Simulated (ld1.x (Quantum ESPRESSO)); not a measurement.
Results of a calculation; reference values are marked as such.
# Pseudopotentials across the periodic table

Generated with ld1.x 7.5 (TM, RRKJ, ultrasoft, PAW), atompaw 4.2 or ONCVPSP 4.0.1. The cutoff is in Ry: for ld1.x and atompaw files where the sum of valence levels is converged to 10 mRy in a Bessel basis, for ONCV files where the hardest occupied wave has 1 mHa per electron of residual kinetic energy. The error is the largest all-electron minus pseudo excitation energy over each file’s own four to seven test configurations (ionisations up to +4, promotions, holes and added fractions of an electron), all of which were solved. The labels leave out finer settings (local radius, basis sizes, second energies), which also bear on the numbers. Spin-polarised tests are not counted. The rows are a selection from randomly drawn settings: files with unsolved tests, undetermined cutoffs or missed reference levels are left out.

A true bound ghost makes a file unfit for plane-wave use even where its test errors are small: the radial tests pick states by their node count and pass the ghost by.

| element | potential | cutoff (Ry) | largest error (meV) | bound ghosts |
| --- | --- | --- | --- | --- |
| Be | TM, BP86, scalar-relativistic, rc 1.50/3.90/3.35 (spd), local smoothed, core correction yes, reference 2s1 2p0 | 10 | +78 | none |
| K | TM, PBE, scalar-relativistic, rc 3.05/4.20/3.30 (spd), local s, core correction no, reference 4s0.5 4p0.5 | 6 | +25 | none |
| Ni | PAW, PBE, scalar-relativistic, rc 2.10/3.00/1.35 (spd), local smoothed, core correction yes, reference 3d8 4s1.5 4p0 | 60 | -240 | none |
| Ir | TM, LDA (PZ), scalar-relativistic, rc 1.40/1.30/1.90 (spd), local s, core correction yes, reference 5s2 5p6 5d6 6s0 6p0 | 110 | +3183 | none |

Question: Fill in the row for Se: TM, PBE, fully relativistic, rc 1.60/2.00/1.95 (spd), local d, core correction yes, reference 4s1.75 4p4.25.

Answer: cutoff 35 Ry, largest error -265 meV, bound ghosts: none.

Question: Fill in the row for Se: TM, BLYP, scalar-relativistic, rc 1.40/1.50/1.50 (spd), local p, core correction yes, reference 4s2 4p2.

Answer: cutoff 40 Ry, largest error -78 meV, bound ghosts: d.
